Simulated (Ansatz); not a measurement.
Ta₂O₅⁺, 7 atoms. Hardware: 4 threads of Arm Neoverse V1 on a shared host.

In the def2 sets Ta takes a core potential; there is no spin–orbit coupling. Correlated methods freeze 5 core orbitals; core or outer-core shells of Ta are correlated, in sets that lack core-valence functions.

How many basis functions does each of these Ansatz runs have, and roughly what does it cost? r2SCANh-D4/def2-TZVP, charge 1 doublet, energy, from earlier orbitals; PBE0-D4/def2-TZVP, charge 1 doublet, energy, from earlier orbitals; PBE0-D4/def2-SVP, charge 1 doublet, energy, from earlier orbitals; PBE-D4/def2-TZVP, charge 1 doublet, energy and forces, from earlier orbitals; CCSD(T)/def2-SVP, charge 1 doublet, energy, from earlier orbitals; PBE-D4/def2-SVP, charge 1 doublet, energy, from earlier orbitals; PBE-D4/def2-SVP, charge 1 doublet, energy with a search over starts; MP2/def2-TZVP, charge 1 doublet, energy, from earlier orbitals; PBE-D4/def2-SVP, charge 1 doublet, relaxation, 9 steps; BLYP-D4/def2-TZVP, charge 1 doublet, energy, from earlier orbitals; ωB97X-V/def2-TZVP, charge 1 doublet, energy, from earlier orbitals; r2SCAN-D4/def2-TZVP, charge 1 doublet, energy, from earlier orbitals.

Other jobs shared the machine, so times can vary by a factor of up to 3. A dash marks memory too small to be measured apart from the calling script's.

```json
{"run": "PBE-D4/def2-SVP, charge 1 doublet, energy, from earlier orbitals", "functions": "134", "fitting or Cholesky vectors": "1323", "wall time": "3.7 s", "peak host memory (GiB)": "–"}
{"run": "PBE0-D4/def2-SVP, charge 1 doublet, energy, from earlier orbitals", "functions": "134", "fitting or Cholesky vectors": "1264", "wall time": "6 s", "peak host memory (GiB)": "–"}
{"run": "BLYP-D4/def2-TZVP, charge 1 doublet, energy, from earlier orbitals", "functions": "235", "fitting or Cholesky vectors": "1429", "wall time": "6.5 s", "peak host memory (GiB)": "–"}
{"run": "PBE-D4/def2-TZVP, charge 1 doublet, energy and forces, from earlier orbitals", "functions": "235", "fitting or Cholesky vectors": "1429", "wall time": "7 s", "peak host memory (GiB)": "–"}
{"run": "MP2/def2-TZVP, charge 1 doublet, energy, from earlier orbitals", "functions": "235", "fitting or Cholesky vectors": "1754", "wall time": "13 s", "peak host memory (GiB)": "0.75"}
{"run": "PBE-D4/def2-SVP, charge 1 doublet, energy with a search over starts", "functions": "134", "fitting or Cholesky vectors": "1323", "wall time": "13 s", "peak host memory (GiB)": "–"}
{"run": "PBE0-D4/def2-TZVP, charge 1 doublet, energy, from earlier orbitals", "functions": "235", "fitting or Cholesky vectors": "1571", "wall time": "13 s", "peak host memory (GiB)": "0.99"}
{"run": "r2SCAN-D4/def2-TZVP, charge 1 doublet, energy, from earlier orbitals", "functions": "235", "fitting or Cholesky vectors": "1429", "wall time": "14 s", "peak host memory (GiB)": "–"}
{"run": "r2SCANh-D4/def2-TZVP, charge 1 doublet, energy, from earlier orbitals", "functions": "235", "fitting or Cholesky vectors": "1429", "wall time": "19 s", "peak host memory (GiB)": "1.1"}
{"run": "PBE-D4/def2-SVP, charge 1 doublet, relaxation, 9 steps", "functions": "134", "fitting or Cholesky vectors": "1323", "wall time": "26 s", "peak host memory (GiB)": "–"}
{"run": "ωB97X-V/def2-TZVP, charge 1 doublet, energy, from earlier orbitals", "functions": "235", "fitting or Cholesky vectors": "1477", "wall time": "77 s", "peak host memory (GiB)": "1.7"}
{"run": "CCSD(T)/def2-SVP, charge 1 doublet, energy, from earlier orbitals", "functions": "134", "fitting or Cholesky vectors": "1264", "wall time": "5.2 min", "peak host memory (GiB)": "3.5"}
```
